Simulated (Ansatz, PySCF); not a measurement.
Gas-phase reaction (SMILES): [GeH3][GeH2][GeH2][GeH3] + 3 [H][H] (H2) → 4 [GeH4] (GeH4); energy of full hydrogenation.

Geometries: B3LYP-D3(BJ)/def2-TZVP minima from Ansatz (a first-principles code), one conformer each, not searched for the lowest. Valence correlation only, unless marked. Spin-orbit coupling is left out. The frozen core is the preceding noble-gas configuration, with the filled d and f shells of earlier blocks. Non-relativistic. CBS marks a two-point X^-3 extrapolation of the correlation energy; Hartree-Fock from the larger set. Thermal terms are rigid-rotor harmonic-oscillator values from B3LYP-D3(BJ) frequencies (Ansatz or PySCF) at 298.15 K and 1 atm. 1 Eh = 627.5095 kcal/mol.

```
species                   E, CCSD(T)/CBS(cc-pVTZ,cc-pVQZ) (Ansatz) (Eh)  E, PBE-D3(BJ)/def2-TZVPD (Ansatz + dftd3) (Eh)  H - E (Eh)
------------------------  ---------------------------------------------  ----------------------------------------------  ----------
[GeH3][GeH2][GeH2][GeH3]                                    -8308.11416                                     -8312.76496     0.08999
[H][H] (H2)                                                    -1.17450                                        -1.16598     0.01336
[GeH4] (GeH4)                                               -2077.90558                                     -2079.05959     0.03354
```

Task: Work out ΔE and ΔH at 298.15 K at the first level, then ΔH at the second.

Result: 
1. ΔE = [4×(-2077.90558)] - [(-8308.11416) + 3×(-1.17450)] = 0.01534 Eh = 9.6 kcal/mol at CCSD(T)/CBS(cc-pVTZ,cc-pVQZ).
2. The terms H - E add up to 0.00409 Eh, so ΔH = (0.01534 + (0.00409))×627.5095 = 12.2 kcal/mol.
3. At PBE-D3(BJ)/def2-TZVPD the same steps give ΔE = 15.4 and ΔH = 18.0 kcal/mol, a shift of +5.8 from the first level.
4. These values are not checked against measurement here, since the tables used lack a sound gas-phase enthalpy of formation for at least one species.
